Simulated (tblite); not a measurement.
Species: C4H11PSi.
Atom-mapped SMILES: `[CH2:1]1[CH2:2][PH:3][CH2:4][CH2:5][SiH2:6]1` (hydrogens: H7, H8 on C1; H9, H10 on C2; H11 on P3; H12, H13 on C4; H14, H15 on C5; H16, H17 on Si6)

Structure used (GFN2-xTB), in Å, numbered top down from 1:
```
atom  x, y, z in Å
C1    -1.5515    0.1919    0.4059
C2    -1.3220   -0.9575   -0.5708
P3     0.2544   -1.9174   -0.3453
C4     1.5205   -0.5769   -0.5834
C5     1.4507    0.5940    0.3922
Si6   -0.2027    1.5249    0.2769
H7    -1.5803   -0.2081    1.4222
H8    -2.5369    0.6225    0.2148
H9    -1.3223   -0.5944   -1.6040
H10   -2.1341   -1.6894   -0.4935
H11    0.2495   -1.8491    1.0567
H12    2.4967   -1.0708   -0.5173
H13    1.4134   -0.2271   -1.6158
H14    2.2867    1.2671    0.1900
H15    1.5960    0.2192    1.4081
H16   -0.3286    2.4840    1.3782
H17   -0.2965    2.1992   -1.0248
```

All values are computed: GFN2-xTB (tblite) harmonic vibrations without scaling, gas phase. The method is semi-empirical: single wavenumbers can be off by several per cent or more. Modes of hydrogen on phosphorus and silicon can be 10 to 20 % off. One conformer, not necessarily the lowest.

Harmonic wavenumbers (cm⁻¹): 105.4, 186.1, 234.6, 255.7, 319.8, 388.2, 504.0, 564.1, 628.6, 633.5, 679.8, 685.7, 715.2, 756.6, 763.9, 786.1, 810.6, 812.8, 902.4, 925.2, 1054.6, 1055.0, 1089.4, 1099.0, 1149.8, 1167.9, 1269.9, 1277.2, 1292.1, 1295.1, 1454.1, 1459.3, 1476.4, 1479.0, 2217.2, 2233.8, 2243.7, 2911.8, 2918.5, 2937.9, 2939.5, 2953.0, 2955.5, 2969.0, 2971.2.

A = 3243, B = 2045, C = 1388 MHz; mass 118.037 u (most abundant isotopes); point group Cs, symmetry number 1.

**Question.** What is the zero-point energy?

**Answer.** Half the sum of the wavenumbers: 29764 cm⁻¹ = 356.06 kJ/mol.

**Question.** Entropy at 200 K, 1 bar (ideal gas, RRHO, classical rotation)?

**Answer.** Translation 160.06, rotation 111.95, vibration 36.73: S = 308.7 J/(mol K).

**Question.** And Cp and H(200 K) − H(0)?

**Answer.** Cp = 92.03 J/(mol K), of which vibrations give 58.78 (their classical limit is 45 R = 374.2); H(200 K) − H(0) = 11.35 kJ/mol without the zero-point energy, 4.70 from vibrations.

**Question.** Which modes carry the vibrational entropy at 200 K?

**Answer.** 105.4 cm⁻¹: 10.81; 186.1 cm⁻¹: 6.48; 234.6 cm⁻¹: 4.88; 255.7 cm⁻¹: 4.33; 319.8 cm⁻¹: 3.01; 388.2 cm⁻¹: 2.04 J/(mol K); the other 39 give 5.18 together.

**Question.** How do the functions run with temperature in this model?

**Answer.** 
| T (K) | S (J/(mol K)) | Cp (J/(mol K)) | H − H(0) (kJ/mol) | G − H(0) (kJ/mol) | ln q(vib) |
| --- | --- | --- | --- | --- | --- |
| 100 | 259.9 | 54.9 | 4.09 | -21.90 | 0.39 |
| 300 | 354.3 | 135.6 | 22.73 | -83.56 | 3.16 |
| 500 | 441.9 | 209.0 | 57.65 | -163.29 | 6.90 |
| 800 | 556.4 | 277.4 | 131.54 | -313.56 | 12.88 |
| 1000 | 621.6 | 306.8 | 190.12 | -431.50 | 16.74 |

q(vib) and H(0) count from the zero-point level.

**Question.** What must be added to the electronic energy to get the Gibbs energy at 200 K and 1 bar?

**Answer.** ZPE + [H(200 K) − H(0)] − T·S = 356.06 + 11.35 − 61.75 = 305.66 kJ/mol.

**Question.** Blend soft modes into free rotors: weight 1/[1 + (100 cm⁻¹/ν̃)⁴] for the oscillator and the rest for a rotor with moment μB/(μ + B), μ = h/(8π²ν), B = 10⁻⁴⁴ kg m². What vibrational entropy results?

**Answer.** 36.65 J/(mol K) in place of 36.73, which changes −T·S at 200 K by +0.02 kJ/mol.

Hindered rotation and anharmonicity are outside this model. Other conformers, if any are populated, would add a mixing term that is left out.
